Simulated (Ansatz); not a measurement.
Molecule: MnCl2, net charge 0, sextet state. The spin state was set by rule; other spins were not relaxed. SMILES: [Cl][Mn][Cl]
Geometry: optimised at B3LYP-D3(BJ)/def2-TZVP (Ansatz, a first-principles code).

Parts of the frozen-core correlation energy in 6-31G (Ansatz, hartree). Frozen orbitals: 19; correlated occupied orbitals by spin: 13 and 8; virtual: 23 and 28. Open shells are spin-unrestricted. No spin-orbit coupling. Non-relativistic.

```
term                             value
-------------------------  -----------
reference (HF)             -2068.81026
MP2 opposite-spin                  ___
MP2 same-spin                      ___
CCSD correlation              -0.15000
(T)                                ___
T1 diagnostic                    0.017
largest doubles amplitude        0.035
<S^2> of the reference           8.769
```

What belongs in the gaps?


- MP2 opposite-spin, value: -0.07603
- MP2 same-spin, value: -0.05602
- (T), value: -0.00298
